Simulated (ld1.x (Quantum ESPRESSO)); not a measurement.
# Logarithmic derivatives: Ga, ultrasoft

```json
{
 "Element": "Ga (Z = 31)",
 "Generator": "ld1.x (Quantum ESPRESSO) 7.5",
 "Type": "ultrasoft",
 "Functional": "LDA (PZ)",
 "Relativity": "fully relativistic",
 "Frozen core": "[Ar] 3d10",
 "Valence charge": "3",
 "Reference configuration": "4s2 4p1",
 "Partial waves": "4s (bound): rcut 1.85, rcutus 2.15 bohr; 4s channel at 1.65 Ry: rcut 1.85, rcutus 2.15 bohr; 4p (bound): rcut 1.90, rcutus 2.50 bohr; 4p channel at 0.85 Ry: rcut 1.90, rcutus 2.50 bohr",
 "Local potential": "all-electron potential smoothed inside 1.85 bohr (lloc = -1)",
 "Core correction": "Bessel-smoothed model core, default radius (core density twice the valence density)",
 "Augmentation charge": "PSQ, radius 2.00 bohr"
}
```

Open shells are filled in proportion to 2j + 1 (rel_dist='average').

The phase is arctan(r·u′/u) with u = r·R(r), unwrapped; energies in Ry, scanned from -3 to 5 Ry. A pole is an energy at which the radial function vanishes at the test radius. The pseudo phase is shifted by a multiple of π to meet the all-electron one at the reference energy, and phase errors are pseudo minus all-electron; the curves can meet again beyond the range given. Levels narrower than the energy grid can be missing from the lists of poles.

Task: For each channel, where are the poles, and over which energies does the pseudopotential scatter like the atom?

Result:

```json
{"channel": "s", "radius (bohr)": "2.71", "reference energy (Ry)": "-0.67", "poles, all-electron": "0.26", "poles, pseudo": "0.26", "unbroken range about the reference energy with phases within 0.05 rad": "the whole range", "phase error 1 Ry above the reference energy (rad)": "-0.000"}
{"channel": "p1/2", "radius (bohr)": "2.71", "reference energy (Ry)": "-0.21", "poles, all-electron": "1.26", "poles, pseudo": "1.26", "unbroken range about the reference energy with phases within 0.05 rad": "below 3.6", "phase error 1 Ry above the reference energy (rad)": "+0.000"}
{"channel": "p3/2", "radius (bohr)": "2.71", "reference energy (Ry)": "-0.20", "poles, all-electron": "1.31", "poles, pseudo": "1.31", "unbroken range about the reference energy with phases within 0.05 rad": "below 3.6", "phase error 1 Ry above the reference energy (rad)": "+0.000"}
```

Phases in the p1/2 channel:

```json
{"E (Ry)": "-3.00", "all-electron": "1.335", "pseudo": "1.335"}
{"E (Ry)": "-2.76", "all-electron": "1.322", "pseudo": "1.322"}
{"E (Ry)": "-2.52", "all-electron": "1.307", "pseudo": "1.307"}
{"E (Ry)": "-2.28", "all-electron": "1.289", "pseudo": "1.289"}
{"E (Ry)": "-2.04", "all-electron": "1.267", "pseudo": "1.267"}
{"E (Ry)": "-1.80", "all-electron": "1.239", "pseudo": "1.239"}
{"E (Ry)": "-1.56", "all-electron": "1.202", "pseudo": "1.202"}
{"E (Ry)": "-1.32", "all-electron": "1.151", "pseudo": "1.151"}
{"E (Ry)": "-1.08", "all-electron": "1.077", "pseudo": "1.077"}
{"E (Ry)": "-0.84", "all-electron": "0.956", "pseudo": "0.956"}
{"E (Ry)": "-0.60", "all-electron": "0.733", "pseudo": "0.733"}
{"E (Ry)": "-0.36", "all-electron": "0.274", "pseudo": "0.274"}
{"E (Ry)": "-0.12", "all-electron": "-0.460", "pseudo": "-0.460"}
{"E (Ry)": "0.12", "all-electron": "-0.991", "pseudo": "-0.991"}
{"E (Ry)": "0.36", "all-electron": "-1.250", "pseudo": "-1.250"}
{"E (Ry)": "0.60", "all-electron": "-1.389", "pseudo": "-1.389"}
{"E (Ry)": "0.84", "all-electron": "-1.475", "pseudo": "-1.475"}
{"E (Ry)": "1.08", "all-electron": "-1.535", "pseudo": "-1.535"}
{"E (Ry)": "1.32", "all-electron": "-1.582", "pseudo": "-1.582"}
{"E (Ry)": "1.56", "all-electron": "-1.621", "pseudo": "-1.621"}
{"E (Ry)": "1.80", "all-electron": "-1.655", "pseudo": "-1.656"}
{"E (Ry)": "2.04", "all-electron": "-1.689", "pseudo": "-1.690"}
{"E (Ry)": "2.28", "all-electron": "-1.724", "pseudo": "-1.725"}
{"E (Ry)": "2.52", "all-electron": "-1.761", "pseudo": "-1.763"}
{"E (Ry)": "2.76", "all-electron": "-1.805", "pseudo": "-1.809"}
{"E (Ry)": "3.00", "all-electron": "-1.860", "pseudo": "-1.868"}
{"E (Ry)": "3.24", "all-electron": "-1.934", "pseudo": "-1.950"}
{"E (Ry)": "3.48", "all-electron": "-2.043", "pseudo": "-2.078"}
{"E (Ry)": "3.72", "all-electron": "-2.219", "pseudo": "-2.304"}
{"E (Ry)": "3.96", "all-electron": "-2.538", "pseudo": "-2.750"}
{"E (Ry)": "4.20", "all-electron": "-3.089", "pseudo": "-3.447"}
{"E (Ry)": "4.44", "all-electron": "-3.685", "pseudo": "-3.975"}
{"E (Ry)": "4.68", "all-electron": "-4.055", "pseudo": "-4.243"}
{"E (Ry)": "4.92", "all-electron": "-4.256", "pseudo": "-4.388"}
```
